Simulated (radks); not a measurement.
Results of a calculation; reference values are marked as such.
Sm+, configuration [Xe] 4f(5/2: 5, 7/2: 0) 6s2 (not the ground configuration). Code: a radial shooting solver on a logarithmic mesh with Libxc functionals. Model: Dirac Kohn-Sham, PBE, spin-unpolarised, spherical densities, finite nucleus; Fermi nuclear charge, rms radius 5.0819 fm.

Radial electron density D(r) = 4 pi r^2 rho(r):

| r (bohr) | D(r) (e/bohr) |
|---|---|
| 0.0009448 | 3.335 |
| 0.0011 | 4.291 |
| 0.00128 | 5.504 |
| 0.001491 | 7.034 |
| 0.001735 | 8.949 |
| 0.00202 | 11.33 |
| 0.002352 | 14.26 |
| 0.002738 | 17.82 |
| 0.003187 | 22.11 |
| 0.003711 | 27.17 |
| 0.00432 | 33.04 |
| 0.005029 | 39.68 |
| 0.005854 | 46.99 |
| 0.006815 | 54.74 |
| 0.007934 | 62.58 |
| 0.009237 | 70.01 |
| 0.01075 | 76.43 |
| 0.01252 | 81.22 |
| 0.01457 | 83.83 |
| 0.01697 | 83.99 |
| 0.01975 | 81.94 |
| 0.02299 | 78.54 |
| 0.02677 | 75.30 |
| 0.03116 | 74.07 |
| 0.03628 | 76.50 |
| 0.04223 | 83.16 |
| 0.04916 | 92.86 |
| 0.05724 | 102.5 |
| 0.06663 | 108.2 |
| 0.07757 | 107.0 |
| 0.0903 | 98.92 |
| 0.1043 | 88.87 |
| 0.1214 | 81.79 |
| 0.1413 | 82.61 |
| 0.1645 | 89.73 |
| 0.1916 | 95.34 |
| 0.223 | 90.91 |
| 0.2596 | 74.68 |
| 0.3022 | 54.19 |
| 0.3518 | 40.42 |
| 0.4096 | 38.32 |
| 0.4768 | 42.91 |
| 0.5551 | 44.95 |
| 0.6462 | 39.70 |
| 0.7523 | 29.71 |
| 0.8758 | 20.34 |
| 1.02 | 14.50 |
| 1.187 | 11.57 |
| 1.382 | 9.527 |
| 1.609 | 7.204 |
| 1.873 | 4.759 |
| 2.18 | 2.819 |
| 2.538 | 1.673 |
| 2.955 | 1.137 |
| 3.44 | 0.8663 |
| 4.005 | 0.6275 |
| 4.662 | 0.3813 |
| 5.427 | 0.1849 |
| 6.318 | 0.06968 |
| 7.355 | 0.01962 |
| 8.563 | 0.003934 |
| 9.968 | 0.0005392 |

D(r) has 4 maxima, at r = 0.0159, 0.0699, 0.196, 0.538 bohr, and minima at 0.0307, 0.129, 0.390 bohr, inside which lie 2.02, 11.22, 29.23 electrons.
